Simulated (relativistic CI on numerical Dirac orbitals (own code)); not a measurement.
**One change at a time: Ga VIII**

Base calculation: Dirac-Coulomb-Breit CI, separate exchange-only KLI orbitals for each configuration, a model potential for QED, unscaled Slater integrals.

CI space (outside the closed core [Ne]): 3s2.3p6.3d6, 3s2.3p5.3d7, 3s2.3p6.3d5.4s, 3s2.3p4.3d8, 3s2.3p6.3d5.4p, 3s.3p6.3d7, 3s2.3p6.3d4.4s2, 3s2.3p6.3d5.4d, 3s2.3p6.3d4.4s.4p, 3s2.3p6.3d4.4p2, 3s2.3p6.3d5.5s, 3s2.3p6.3d5.4f, 3p6.3d8, 3s2.3p6.3d5.5p, 3s2.3p6.3d5.5d, 3s.3p5.3d8. Levels of other configurations are missing.

Variants: (1) valence Slater integrals scaled by 0.9; (2) QED terms removed; (3) only the first configuration. Shifts of the energy above 3s2.3p6.3d6 5D_4, in cm⁻¹, for the lowest level and the first level of each name with at least 55 % of one term (blank where a level changes its place among those of its configuration and J or its character, or is not in the variant):

| Level | Base | Δ(1) | Δ(2) | Δ(3) |
| --- | --- | --- | --- | --- |
| 3s2.3p6.3d6 5D_4 | 0.0 | 0.0 | 0.0 | 0.0 |
| 3s2.3p6.3d6 5D_3 | 1986.1 | +11.5 | -7.5 | -9.2 |
| 3s2.3p6.3d6 5D_2 | 3233.8 | -2.9 | -11.2 | +28.9 |
| 3s2.3p6.3d6 5D_1 | 4027.6 | -8.7 | -13.7 | +52.4 |
| 3s2.3p6.3d6 5D_0 | 4410.4 | -12.5 | -14.9 | +66.0 |
| 3s2.3p6.3d6 3P_2 | 34821.0 | -2861.7 | +3.7 | +7185.6 |
| 3s2.3p6.3d6 3F_4 | 40409.4 | -3924.6 | +4.4 |  |
| 3s2.3p6.3d6 3P_1 | 40471.3 | -2852.1 | -17.8 | +7122.4 |
| 3s2.3p6.3d6 3H_6 | 40956.7 | -4169.8 | -3.6 | -2291.8 |
| 3s2.3p6.3d6 3H_5 | 41763.6 | -4196.2 | -4.3 | -2133.4 |
| 3s2.3p6.3d6 3P_0 | 42106.3 | -2971.8 | -19.9 | +7186.0 |
| 3s2.3p6.3d6 3F_3 | 42266.2 | -3732.2 | -5.3 | +3144.4 |
| 3s2.3p6.3d6 3F_2 | 42965.2 | -3722.2 | -7.7 | +3353.5 |
| 3s2.3p6.3d6 3H_4 | 42994.9 | -4028.3 | -10.0 |  |

At this charge configurations can still be misplaced by up to about 7 % of their energy. Terms inside the open d or f shell come out 10 to 20 % too wide with unscaled integrals.

Ionisation energy from the two ground configurations alone: base 168.124 eV; valence Slater integrals scaled by 0.9 168.658 eV. The NIST ASD value (theoretical) is 169.9 eV.
